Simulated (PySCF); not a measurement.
C6H6O. Atoms are numbered in the order given.

```xyz
13

C     -0.9196     1.9558     0.0000
C     -0.5898     0.6429     0.0000
C     -1.4286    -0.5537     0.0000
C     -0.6705    -1.6831     0.0000
C      0.8017    -1.3763     0.0000
C      0.8464     0.1635     0.0000
O      1.8444     0.8603     0.0000
H     -0.1133     2.7068     0.0000
H     -1.9649     2.3005     0.0000
H     -2.5279    -0.5285     0.0000
H     -1.0731    -2.7066     0.0000
H      1.3431    -1.7747     0.8867
H      1.3431    -1.7747    -0.8867
```
Charge 0, spin multiplicity 1.

Coordinates come from a PBE-D3(BJ)/def2-SVP optimisation. One conformer was computed; it need not be the lowest.

Computed with PBE/pcSseg-1 in PySCF.

GIAO shieldings, no solvent; atoms listed in one row are averaged. δ = σ(ref) − σ: ¹³C against TMS (σ = 182.0 ppm); ¹⁷O against H2O (σ = 334.3 ppm); ¹H against TMS (σ = 31.49 ppm), references at their B3LYP-D3(BJ)/def2-TZVP geometries, non-relativistic.

Computed chemical shifts:
| nucleus | atoms | count | δ (ppm) |
|---|---|---|---|
| ¹³C | C6 | 1 | 208.1 |
| ¹³C | C2 | 1 | 152.5 |
| ¹³C | C4 | 1 | 145.7 |
| ¹³C | C3 | 1 | 145.5 |
| ¹³C | C1 | 1 | 124.3 |
| ¹³C | C5 | 1 | 49.0 |
| ¹⁷O | O7 | 1 | 631.7 |
| ¹H | H10 | 1 | 7.27 |
| ¹H | H11 | 1 | 7.02 |
| ¹H | H8 | 1 | 6.53 |
| ¹H | H9 | 1 | 5.94 |
| ¹H | H12, H13 | 2 | 3.40 |
